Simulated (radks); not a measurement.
Values are calculated unless marked as measured or tabulated.
Excited configurations of O+: one electron is placed in a higher orbital outside [He] 2s2 2p2. The ground configuration is [He] 2s2 2p3. Level of theory: scalar-relativistic Kohn-Sham, PBE, spin-polarised, spherical densities, point nucleus; open shells are filled with parallel spins first (a radial shooting solver on a logarithmic mesh with Libxc functionals). Excitation = E - E(ground); binding = E(ion) - E, where the ion is the core of charge +2; n* = 2/sqrt(2 binding) in atomic units, and the quantum defect is n - n*.

outer orbital,excitation (eV),binding (eV),n*,<r> (bohr)
4p,30.407,5.088,3.270,7.958
5d,32.880,2.615,4.562,15.02
5f,33.104,2.391,4.771,14.91
6s,33.168,2.327,4.836,18.56
6p,33.388,2.107,5.082,20.10
7d,34.140,1.356,6.336,30.88

The Delta-SCF ionisation energy is 35.495 eV (NIST Atomic Spectra Database: 35.121 eV, measured). Self-interaction in the functional shifts the binding energies and quantum defects, so they are the method's values and not measured ones. Open shells are spherical and high-spin; term and fine-structure splittings are not resolved.
